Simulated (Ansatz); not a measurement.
Consider the cleavage of the Si–Si bond: `CB[SiH2][SiH2][AlH2]` + H–F → `F[SiH2][AlH2]` + `CB[SiH3]`.

Calculated with Ansatz (gas phase, PBE0-D4/def2-TZVP geometries, no zero-point term in ΔE). CCSD(T)/CBS adds triple-zeta CCSD(T) − MP2 to the extrapolated MP2 energy (def2 sets, frozen cores). This one scheme is used for every species. Functionals use def2-TZVPP. Each species was taken in one conformer, which may not be the lowest.

`CB[SiH2][SiH2][AlH2]`:

Cartesian coordinates in Å:
```
C -1.232 -1.176 -0.514
B -1.680 0.297 -0.247
Si -0.636 1.385 1.070
Si 1.532 1.224 0.172
Al 1.755 -1.151 -0.391
H -0.537 -1.608 0.224
H -0.774 -1.203 -1.516
H -2.075 -1.871 -0.595
H -2.559 0.740 -0.930
H -1.094 2.775 1.338
H -0.582 0.633 2.361
H 2.527 1.697 1.178
H 1.631 2.116 -1.021
H 1.925 -2.220 0.773
H 1.800 -1.638 -1.904
```

H–F:

Cartesian coordinates in Å:
```
F -0.119 0.347 -0.278
H 0.119 -0.347 0.278
```

`F[SiH2][AlH2]`:

Cartesian coordinates in Å:
```
F 1.075 -1.876 -0.457
Si -0.213 -1.017 -0.003
Al 0.272 1.403 0.010
H -1.321 -1.366 -0.939
H -0.619 -1.519 1.342
H 1.699 1.974 -0.384
H -0.892 2.400 0.430
```

`CB[SiH3]`:

Cartesian coordinates in Å:
```
C 0.115 0.425 -1.517
B -0.540 0.428 -0.112
Si 0.129 -0.649 1.458
H 0.793 1.298 -1.472
H -0.569 0.634 -2.343
H 0.746 -0.434 -1.752
H -1.485 1.144 0.080
H 0.275 0.192 2.681
H 1.427 -1.340 1.212
H -0.890 -1.698 1.764
```

```csv
level,ΔE (kJ/mol)
B2PLYP,-109.2
HF/def2-TZVPP,-149.5
```

**Question.** What does CCSD(T)/CBS give? (Estimate.)

**Answer.** The calculation gave: -87.3 kJ/mol. The listed levels differ from it by -21.9, -62.2 kJ/mol.

Largest T1 diagnostic among the species: 0.014.

In def2-TZVPP, CCSD(T) changes the Hartree–Fock value by +60.8 kJ/mol (the triples alone add +9.8 kJ/mol) and MP2 by +60.3 kJ/mol. From PBE to PBE0 (25 % exact exchange), in def2-TZVPP and without D4, ΔE moves by −3.3 kJ/mol.
